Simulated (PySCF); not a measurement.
SiCl3 (doublet state).
Structure used (GFN2-xTB), in Å, numbered top down from 1:
```
atom  x, y, z in Å
Cl1   -1.3832   -1.3154   -0.1749
Si2    0.0020    0.0011    0.4959
Cl3   -0.4445    1.8595   -0.1741
Cl4    1.8359   -0.5405   -0.1698
```

Identity: `Cl[Si](Cl)Cl` [radical].

The calculation used UKS B3LYP, pcH-1 on Cl Si, non-relativistic, mean-field spin-orbit, GIAO in PySCF. Geometry: GFN2-xTB; no solvent, vibrations or thermal averaging. Couplings are sensitive to structure, and on GFN2-xTB geometries they can be far from those on DFT ones, by a factor of two or more for some ions and for spin on atoms past the first row. Stability of the SCF solution: not tested.

Principal values of hyperfine tensors in MHz (contact, dipolar and spin–orbit terms together), for some of the nuclei:

```json
{"atom": "Si2", "isotope": "29Si", "A1": "-1290.82", "A2": "-1108.38", "A3": "-1108.38", "alike by the symmetry of this geometry": "none"}
{"atom": "Cl4", "isotope": "35Cl", "A1": "11.78", "A2": "12.13", "A3": "77.59", "alike by the symmetry of this geometry": "Cl1, Cl3"}
```

(1) Give the isotropic coupling of each nucleus in MHz and in mT (g = 2.0048), and the anisotropic part.

(2) What spin density at the nucleus of Si2 lies behind its contact coupling (g_N = -1.11058)?

(3) Which nucleus of the table has the largest anisotropic coupling, and what is its form?

(4) In a single crystal, with the field along each principal axis of the tensor of Cl4 in turn, what first-order splitting does this nucleus give (isotropic g, quadrupole terms neglected)?

Answers

(1) a_iso = (A1 + A2 + A3)/3, Ti = Ai − a_iso; 1 mT corresponds to 28.060 MHz. The tensors hold a spin–orbit part: the run splits a_iso into a_FC + a_SO, and T includes its anisotropic share.

```tsv
atom	a_iso (MHz)	a_FC	a_SO	a_iso (mT)	T1	T2	T3
Si2	-1169.19	-1170.03	0.84	-41.667	-121.63	60.81	60.82
Cl4	33.83	33.08	0.76	1.206	-22.05	-21.70	43.75
```

(2) a_FC = (2μ0/3) gₑ μB g_N μN ρ(0)/(2S·h) = 800.24 MHz × g_N × ρ(0)/(2S), with ρ in bohr⁻³. With a_FC = -1170.03 MHz and 2S = 1, ρ(0) = 1.317 bohr⁻³. The nuclear moment is negative, so coupling and spin density have opposite signs.

(3) Si2: -121.6, 60.8, 60.8 MHz (the dipolar term alone has -120.9, 60.4, 60.4), axial, in the ratio +1:+1:−2, the form that spin in one p orbital centred on that nucleus gives (the nuclear moment is negative).

(4) 4 lines (I = 3/2), spaced by |A_i|/(g × 13.996): 0.42, 0.43, 2.77 mT along the axes of A1, A2 and A3.
